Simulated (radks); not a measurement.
The numbers below are computed, except where a source is named.
Spin polarisation of the 3d6 shell in Fe+. Start: [Ar] 3d(up 3, down 3) 4s(up 0.5, down 0.5); electrons of 3d are moved from spin down to spin up, other shells keep equal spins. Level of theory: scalar-relativistic Kohn-Sham, r2SCAN, spin-polarised, spherical densities, finite nucleus; meta-GGA in the generalised Kohn-Sham scheme; Fermi nuclear charge, rms radius of each element as measured or else 0.836 A^(1/3) + 0.57 fm (a radial shooting solver on a logarithmic mesh with Libxc functionals).

moment (Bohr magnetons)	E - E(0) (eV)	e(3d up) (eV)	e(3d down) (eV)	4s down minus up (eV)	3p down minus up (eV)	3s down minus up (eV)
0	0.000	-16.014	-16.014	0.000	0.000	0.000
1	-0.316	-16.606	-15.343	0.259	1.383	1.395
2	-1.263	-17.120	-14.593	0.518	2.768	2.790
3	-2.844	-17.553	-13.756	0.776	4.154	4.184
4	-5.061	-17.898	-12.824	1.040	5.541	5.578

At moment 4 the spin-polarisation energy is -5.061 eV and the 3d exchange splitting 5.074 eV, that is 1.268 eV per Bohr magneton; E = -I m^2/4 would give I = 1.265 eV.
